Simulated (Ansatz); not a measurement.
Gas-phase electronic energies from Ansatz, PBE0-D4/def2-TZVP geometries. CCSD(T)/CBS adds triple-zeta CCSD(T) − MP2 to the extrapolated MP2 energy (def2 sets, frozen cores). DFT in def2-TZVPP. B3LYP here is the variant with VWN-RPA as its local correlation; programs differ in this. Elements past krypton have def2 core potentials. For In outer-core shells are correlated without core-valence functions, which leaves a few kJ/mol of doubt a bond. One conformer a species, not always the lowest.

Consider the redistribution: `C[CH2][In]([Cl])[Cl]` + `[SiH3]O[SiH2][SiH3]` → `[SiH3][In]([Cl])[Cl]` + `CC[SiH2]O[SiH3]`.

| level | ΔE (kJ/mol) | difference from CCSD(T)/CBS |
| --- | --- | --- |
| PBE-D4 | -57.4 | 2.8 |
| r2SCAN-D4 | -62.9 | -2.7 |
| PBE0-D4 | -62.1 | -1.9 |
| B3LYP-D4 | -63.4 | -3.2 |
| ωB97X-V | -62.9 | -2.7 |
| ωB97M-V | -69.1 | -8.9 |
| r2SCAN | -62.7 | -2.5 |
| PBE0 | -62.2 | -2.0 |
| MP2/def2-TZVPP | -62.2 | -2.0 |
| SCS-MP2/def2-TZVPP | -61.8 | -1.6 |
| CCSD/def2-TZVPP | -61.9 | -1.7 |
| CCSD(T)/def2-TZVPP | -59.4 | 0.8 |
| HF/def2-QZVPP | -71.8 | -11.6 |
| MP2/def2-QZVPP | -62.6 | -2.4 |
| MP2/CBS(def2) | -62.9 | -2.7 |
| CCSD/CBS(def2) | -62.6 | -2.4 |
| CCSD(T)/CBS | -60.2 | 0 |

Largest T1 diagnostic among the species: 0.013.

From PBE to PBE0 (25 % exact exchange), in def2-TZVPP and without D4, ΔE moves by −4.7 kJ/mol. In def2-TZVPP, CCSD(T) changes the Hartree–Fock value by +12.4 kJ/mol (the triples alone add +2.5 kJ/mol) and MP2 by +9.7 kJ/mol.
